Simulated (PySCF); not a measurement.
## Spinor energies of Xe²¹⁺ (xenon, charge +21)

Start: [Ar] 3d10 4s2 4p3; 4p1/2 filled at m_j = -1/2, +1/2; 4p3/2 filled at m_j = +3/2. Calculated with PySCF 2.14 in an even-tempered Gaussian basis (18 s from 1.4 bohr⁻², ratio 2.8; 13 p from 1.8 bohr⁻², ratio 2.8; 9 d from 3.2 bohr⁻², ratio 2.8; 4 f from 9.8 bohr⁻², ratio 3): generalised Hartree-Fock with the X2C-1e Hamiltonian and a Gaussian nucleus; spin-orbit coupling (SO) screened by Boettger's factors.

```tsv
spinor shell	electrons	ε, screened SO (eV)	weight of nominal j (screened SO)	rms radius, screened SO (bohr)
1s1/2	2	-35338.6	1.000	0.0305
2s1/2	2	-6111.5	1.000	0.124
2p1/2	2	-5768.7	1.000	0.107
2p3/2	4	-5439.0	1.000	0.112
3s1/2	2	-1744.5	1.000	0.323
3p1/2	2	-1601.8	1.000	0.314
3p3/2	4	-1534.1	1.000	0.326
3d3/2	4	-1287.2	0.998	0.297
3d5/2	6	-1272.8	0.998	0.300
4s1/2	2	-718.77	1.000	0.696
4p1/2	2	-664.44	0.975	0.714
4p3/2	1	-649.26	1.000	0.735
```

| quantity | screened SO |
| --- | --- |
| E (hartree) | -7253.46049 |
| M_J | 3/2 |
| ⟨J²⟩ | 3.755 |
| ⟨L²⟩ | 1.788 |
| ⟨S²⟩ | 1.971 |

Each row is a mean over spinors that exchange with the open shell spreads, by up to 13.083 eV (4s1/2).

Breit and QED terms are absent; they matter most for the inner s and p1/2 levels.

Densities and radii are taken from the X2C orbitals without a picture-change correction, which distorts them close to the nucleus.
